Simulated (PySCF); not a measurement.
B3LYP has the VWN-RPA correlation part, as in Gaussian. Excitations are Tamm–Dancoff values on a coarser integration grid. The basis has no diffuse functions, so Rydberg states are missing or too high.

Z-matrix (Å, degrees):
```
Ge
H 1 1.5424
H 1 1.5424 2 110.76
S 1 2.2445 2 107.81 3 123.31
H 4 1.3535 1 93.76 2 -19.37
S 1 2.2445 2 112.36 3 -120.64
H 6 1.3535 1 93.76 2 102.92
```
Charge 0, multiplicity 1.

Q: What S1–T1 gap (TDA), T1 excitation (TDA) and dipole moment does B3LYP-D3(BJ)/def2-TZVP // B3LYP-D3(BJ)/def2-SVP run with PySCF 2.14.0 give?

A: 
```yaml
S1–T1 gap (TDA): 0.47 eV
T1 excitation (TDA): 4.80 eV
dipole_moment: 1.96 D
```
